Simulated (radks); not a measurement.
Results of a calculation; reference values are marked as such.
Species: Te0.75+. Configuration: [Kr] 4d10 5s2 5p(up 2.25, down 1) (fractional occupations, a model configuration). Level of theory: scalar-relativistic Kohn-Sham, LDA (Slater exchange, Perdew-Wang correlation), spin-polarised, spherical densities, finite nucleus; Fermi nuclear charge, rms radius 4.7423 fm (a radial shooting solver on a logarithmic mesh with Libxc functionals).

X-ray form factor f0, the Fourier transform of the density (f0(0) = 51.25):

sin(theta)/lambda (1/angstrom)  f0 (electrons)
0.05                                    50.328
0.1                                     47.934
0.15                                    44.850
0.2                                     41.702
0.25                                    38.771
0.3                                     36.101
0.4                                     31.409
0.5                                     27.459
0.6                                     24.247
0.8                                     19.799
1                                       16.971
1.25                                    14.202
1.5                                     11.705
2                                        7.918
